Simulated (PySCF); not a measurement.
Osmium: a sound run and one with changed settings

Sound run: Os [Xe] 4f14 5d6 6s2, Os⁺ [Xe] 4f14 5d6 6s1. Computed with PySCF 2.14 in aug-cc-pVDZ-PP with ECP60MDF, with a scalar-relativistic core potential. The sound run starts from symmetry-adapted Hartree-Fock orbitals and uses a fine grid where one is needed.

Changed run: radial step 0.5 in ln r (0.13 in the sound run). This setting is unsound on purpose.

```
species  method  sound run (hartree)  changed run (hartree)  converged
     Os     UHF            -90.06669              -90.06669        yes
     Os   B3LYP            -90.82007              -90.80479        yes
     Os    MN15            -90.64891              -90.56920        yes
    Os⁺     UHF            -89.82584              -89.82584        yes
    Os⁺   B3LYP            -90.50536              -90.48929        yes
    Os⁺    MN15            -90.33510              -90.25133        yes
```

Ionisation energy of Os:

| method | sound run (eV) | changed run (eV) |
| --- | --- | --- |
| UHF | 6.554 | 6.554 |
| B3LYP | 8.564 | 8.585 |
| MN15 | 8.539 | 8.649 |

A coarse radial grid mis-integrates the density and the exchange-correlation energy, with errors of either sign; Hartree-Fock needs no grid.

For comparison, NIST gives 8.438 eV between the lowest levels.
